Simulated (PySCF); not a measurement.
Dissociation curve of CaH, doublet.

Levels: UHF/def2-SVP (PySCF); UKS-BLYP = unrestricted BLYP/def2-SVP (PySCF); UCCSD = CCSD on UHF/def2-SVP, 5 core orbitals frozen (PySCF).

Energies are in eV, each relative to the lowest point of its own curve near equilibrium.

```
R / Å         UHF    UKS-BLYP       UCCSD
-----  ----------  ----------  ----------
1.58        1.126  (withheld)       0.978
1.68        0.625       0.397  (withheld)
1.78        0.300  (withheld)       0.239
1.89        0.096       0.031       0.067
1.94        0.044       0.007       0.027
1.99   (withheld)       0.000       0.005
2.05        0.000       0.010       0.000
2.12        0.012       0.044       0.017
2.19   (withheld)       0.096       0.055
2.34        0.184       0.249       0.183
2.46        0.332  (withheld)       0.317
2.70        0.670       0.709       0.614
```

Q: What belongs in the gaps?

A: 
- 1.58, UKS-BLYP: 0.789
- 1.68, UCCSD: 0.524
- 1.78, UKS-BLYP: 0.161
- 1.99, UHF: 0.013
- 2.19, UHF: 0.047
- 2.46, UKS-BLYP: 0.396

The scan ran from 1.58 to 7.99 Å; beyond the distances shown one of the unrestricted levels run for this scan, shown here or not, changes its spin distribution in one step.
